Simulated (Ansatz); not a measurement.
Reaction (homolysis of the H–Si bond): `Cl[SiH](Cl)I` → H• + `Cl[Si](Cl)I`•

Program: Ansatz. Geometries: PBE0-D4/def2-TZVP. ΔE: electronic, gas phase. CCSD(T)/CBS adds triple-zeta CCSD(T) − MP2 to the extrapolated MP2 energy (def2 sets, frozen cores). This one scheme is used for every species, atoms too. Functionals use def2-TZVPP. Open shells (•) are unrestricted, without spin–orbit coupling. Elements past krypton have def2 core potentials. Bonds to I are less sure, by a few kJ/mol each and by 10 to 20 or more in all where they break to atoms, as the def2 sets lack core-valence functions.

CCSD(T)/CBS gives +396.7 kJ/mol.

Question: Another level gave +377.9 kJ/mol. Which?
A. BLYP-D4/def2-TZVPP
B. LDA (SPW92)/def2-TZVPP
C. CAM-B3LYP/def2-TZVPP
D. LC-ωPBE/def2-TZVPP

Answer: D. LC-ωPBE 377.9, CAM-B3LYP 384.3, LDA (SPW92) 396.9, BLYP-D4 363.2 kJ/mol.

Largest T1 diagnostic among the species: 0.012.

From BLYP to BHLYP (50 % exact exchange), in def2-TZVPP and without D4, ΔE moves by +23.1 kJ/mol. In def2-TZVPP, CCSD(T) changes the Hartree–Fock value by +76.0 kJ/mol (the triples alone add −1.1 kJ/mol) and MP2 by +69.1 kJ/mol; breaking electron pairs costs correlation energy, which Hartree–Fock lacks. At CCSD(T), def2-SVP lies −19.8 kJ/mol from the extrapolated value and def2-TZVPP −7.6 kJ/mol: correlation converges slowly with the basis, and small sets miss more of it in the bonded molecule than in its fragments.
